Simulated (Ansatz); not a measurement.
Basis-set extrapolation for CH9NSSi2, SMILES `NC([SiH3])S[SiH3]` (PBE0-D4/def2-TZVP geometry, frozen core, Ansatz). Multiplicity 1, RHF reference.

```csv
,def2-TZVPP,def2-QZVPP
HF,-1073.029184,-1073.063166
MP2 correlation,-0.823821,-0.885129
CCSD(T) correlation,-0.930383,not run
```

Energies in hartree. Use E(X) = E(∞) + A·exp(−7.88·√X) for Hartree–Fock and E(X) = E(∞) + B·X^(−2.97) for correlation, with X = 3 and 4, and add CCSD(T) minus MP2 of the smaller set to the MP2 limit.

Question: What is the CCSD(T) energy at the basis-set limit?

Answer: HF limit: -1073.063166 + (-0.033982) × 0.13774 = -1073.06785. MP2 limit: -0.885129 + (-0.061308) × 0.74074 = -0.93054. Higher-order term: -0.930383 − (-0.823821) = -0.10656. Total: -1074.10495 hartree, 3.96 eV below CCSD(T)/def2-TZVPP.
